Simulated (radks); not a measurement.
Values are calculated unless marked as measured or tabulated.
The gold anion Au- inside a hard spherical wall (all orbitals vanish at R), configuration held at [Hg] and not refilled when levels cross. Level of theory: scalar-relativistic Kohn-Sham, PBEsol, spin-polarised, spherical densities, point nucleus (a radial shooting solver on a logarithmic mesh with Libxc functionals). Eigenvalues in eV for spin up, with the zero of energy where the potential of the charges vanishes at infinity; a dash marks a level that is unbound or too diffuse for the functional's potential to be trusted. A positive occupied level is held by the wall or, in an anion where self-interaction has pushed it up, behind a barrier. The pressure on the wall is -dE/dV.

R (bohr)  E (hartree)  kinetic (hartree)    e(4f)    e(5p)   e(5d)   e(6s)  e(7s, empty)  e(6p, empty)  pressure (GPa)
20        -19006.7067          21270.305  -74.294  -52.806   0.099   0.469         2.375         2.501        < 0.0001
12        -19006.7062          21270.309  -74.228  -52.738   0.166   0.529         4.398         3.868         0.00542
10        -19006.7047          21270.319  -74.110  -52.618   0.284   0.637         5.891         4.463          0.0346
8         -19006.6972          21270.366  -73.740  -52.244   0.643   0.982         9.008         5.505           0.292
5         -19006.5351          21271.157  -70.300  -48.898   3.721   4.374        27.665        11.582            18.3
3         -19004.1245          21280.828  -50.576  -31.666  20.459  28.872        116.16        45.958            1110
2.5       -19000.4148          21294.847  -33.223  -17.638  36.100  57.019        197.30        82.321            4530
2         -18988.6625          21337.440    2.459   12.020  72.101  130.16        376.51        170.31           24400
1.5       -18940.9637          21496.285   85.926   97.242  177.47  358.06        853.26        425.09          198000
